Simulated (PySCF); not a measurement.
Species: C4H8Ge.
Geometry (PBE0-D3(BJ)/def2-SVP, Å), atoms numbered from 1 in this order:
```xyz
13
C4H8Ge angstrom
C      1.6357   -0.8874   -1.1223
C      1.2538    0.0602   -0.2555
C     -0.1258    0.4125    0.0768
C     -0.3912    1.4007    0.9505
Ge    -1.6146   -0.5499   -0.7458
H      0.9132   -1.4991   -1.6719
H      2.6923   -1.0868   -1.3150
H      2.0287    0.6397    0.2641
H      0.4178    1.9632    1.4326
H     -1.4124    1.6865    1.2178
H     -2.9207    0.0351   -0.1811
H     -1.5393   -2.0541   -0.4231
H     -1.5967   -0.3850   -2.2774
```

Jobs on this species (13 atoms, 64 electrons) with PySCF (density fitting). Hardware of each: one thread, Arm Neoverse V2 (aarch64) (shared host). The host was shared with other jobs, so the times are rough. Peak memory is the resident size of the whole Python process, interpreter and libraries included.

```
                                                                 level and settings                                                          work  basis functions  SCF cycles  wall time  peak memory
   delta-SCF UKS B3LYP, pcX-2 on the ionised atom, pcseg-1 elsewhere, spin-free X2C                                 ΔSCF core ionisation, 4 holes              154           ?          ?            ?
    delta-SCF UKS SCAN, pcX-1 on the ionised atom, pcseg-1 elsewhere, spin-free X2C                                 ΔSCF core ionisation, 4 holes              133           ?          ?            ?
delta-SCF UKS SCAN, def2-TZVP on the ionised atom, pcseg-1 elsewhere, spin-free X2C                                 ΔSCF core ionisation, 4 holes              140          85       29 s     0.50 GiB
    delta-SCF UKS SCAN, pcX-2 on the ionised atom, pcseg-1 elsewhere, spin-free X2C                                 ΔSCF core ionisation, 4 holes              154          84       30 s     0.60 GiB
     delta-SCF UKS PBE, pcX-2 on the ionised atom, pcseg-1 elsewhere, spin-free X2C                                 ΔSCF core ionisation, 4 holes              154          70       16 s     0.60 GiB
    delta-SCF UKS PBE0, pcX-2 on the ionised atom, pcseg-1 elsewhere, spin-free X2C                                 ΔSCF core ionisation, 4 holes              154          67       34 s     0.67 GiB
 delta-SCF UKS SCAN, pcX-2 on the ionised atom, pcseg-1 elsewhere, non-relativistic                                 ΔSCF core ionisation, 4 holes              154          84       30 s     0.58 GiB
                                                 PBE0-D3(BJ)/def2-SVP, grid level 1  geometry optimisation from a GFN2-xTB start shaken at random              128          53       48 s     0.54 GiB
      delta-SCF UKS HF, pcX-2 on the ionised atom, pcseg-1 elsewhere, spin-free X2C                                 ΔSCF core ionisation, 4 holes              154          84       26 s     0.56 GiB
```

**Question.** Fill in the missing figures.

**Answer.** 
- delta-SCF UKS B3LYP, pcX-2 on the ionised atom, pcseg-1 elsewhere, spin-free X2C; ΔSCF core ionisation, 4 holes: 35 s, 0.67 GiB, 67 SCF cycles
- delta-SCF UKS SCAN, pcX-1 on the ionised atom, pcseg-1 elsewhere, spin-free X2C; ΔSCF core ionisation, 4 holes: 25 s, 0.49 GiB, 84 SCF cycles

**Question.** What do all jobs in the table cost together?

**Answer.** About 4.5 min; the longest takes about 18 % of that, and about 3 times as long as the shortest.
